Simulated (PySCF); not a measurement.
C₄H₁₀OSi, SMILES O1CC[C@]1([SiH3])C. Geometry optimised at PBE-D3(BJ)/def2-SVP. The structure was generated by enumeration; whether it is a known compound was not checked.

Computed with PBE-D3(BJ)/def2-SVP in PySCF 2.14.0.

Harmonic wavenumbers (cm⁻¹): 107, 158, 202, 204, 231, 331, 342, 516, 605, 618, 717, 802, 840, 876, 882, 908, 913, 958, 972, 1008, 1061, 1120, 1153, 1159, 1188, 1216, 1297, 1331, 1396, 1408, 1418, 1455, 2141, 2167, 2178, 2937, 2958, 2992, 2999, 3049, 3060, 3062. Rotational constants (GHz): 3.854, 2.430, 1.997; symmetry number 1.

**Question.** Work out the zero-point energy and the ideal-gas rigid-rotor harmonic-oscillator thermochemistry at 298.15 K and 1 atm.

**Answer.** ZPE = ½ Σ hcν = ½ × 54934 cm⁻¹ = 328.58 kJ/mol. H − E(el) = 351.67 kJ/mol. Entropy in J/(mol K): translation 166.45, rotation 113.99, vibration 74.92, total 355.36. G − E(el) = 245.72 kJ/mol. Cp = 130.16 J/(mol K). Modes under 150 cm⁻¹ make the vibrational entropy uncertain.
